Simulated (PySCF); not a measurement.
## Correlation energy of Fe (iron, neutral)

[Ar] 3d6 4s1 5s1, high-spin 7D determinant (an excited configuration). All numbers are calculated (PySCF 2.14, no relativity, point nucleus, in aug-cc-pVTZ (8s7p5d3f2g, 93 functions)). Frozen: [Ar]; 8 electrons correlated.

| level | correlation energy (mhartree) |
| --- | --- |
| CCSD | -155.67 |
| (T) | -3.93 |
| CCSD(T) | -159.60 |

Diagnostics: T1 = 0.016, D1 = 0.0527, largest double amplitude 0.052.

The outer electron is Rydberg-like, and this basis confines it to a smaller radius and binds it less than a complete one would.

Cost of the coupled-cluster step: roughly 30 core-seconds, for 8 correlated electrons.
